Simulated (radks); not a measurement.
Values are calculated unless marked as measured or tabulated.
All-electron atom: the iodine ion I4+ in [Kr] 4d10 5s2 5p0.5 5d0.5 (fractional occupations, a model configuration). Level of theory: Dirac Kohn-Sham, PBE, spin-unpolarised, spherical densities, finite nucleus; open shells fill j = l - 1/2 first; Fermi nuclear charge, rms radius 4.75 fm (a radial shooting solver on a logarithmic mesh with Libxc functionals).

Unscreened Slater integrals over Kohn-Sham orbitals (hartree). Large and small components are both included. Empty in this configuration: 5p3/2.

F0(5d3/2,5d3/2): 0.33895
F2(5d3/2,5d3/2): 0.18309
F0(5d3/2,5p1/2): 0.38065
G1(5d3/2,5p1/2): 0.21511
F0(5d3/2,5s1/2): 0.39208
G2(5d3/2,5s1/2): 0.14137
F0(5d3/2,4d5/2): 0.43303
F2(5d3/2,4d5/2): 0.097924
G2(5d3/2,4d5/2): 0.029096
G4(5d3/2,4d5/2): 0.023859
F0(5d3/2,5p3/2): 0.37707
F2(5d3/2,5p3/2): 0.19117
G1(5d3/2,5p3/2): 0.22392
G3(5d3/2,5p3/2): 0.14111
F0(5p1/2,5p1/2): 0.45340
F0(5p1/2,5s1/2): 0.47655
G1(5p1/2,5s1/2): 0.32643
F0(5p1/2,4d5/2): 0.55806
G3(5p1/2,4d5/2): 0.053626
F0(5p1/2,5p3/2): 0.44628
G2(5p1/2,5p3/2): 0.24270
F0(5s1/2,5s1/2): 0.50500
F0(5s1/2,4d5/2): 0.61104
G2(5s1/2,4d5/2): 0.079825
F0(5s1/2,5p3/2): 0.46788
G1(5s1/2,5p3/2): 0.31265
F0(4d5/2,4d5/2): 0.98501
F2(4d5/2,4d5/2): 0.49982
F4(4d5/2,4d5/2): 0.33208
F0(4d5/2,5p3/2): 0.54319
F2(4d5/2,5p3/2): 0.16208
G1(4d5/2,5p3/2): 0.051228
G3(4d5/2,5p3/2): 0.048598
F0(5p3/2,5p3/2): 0.43961
F2(5p3/2,5p3/2): 0.24011
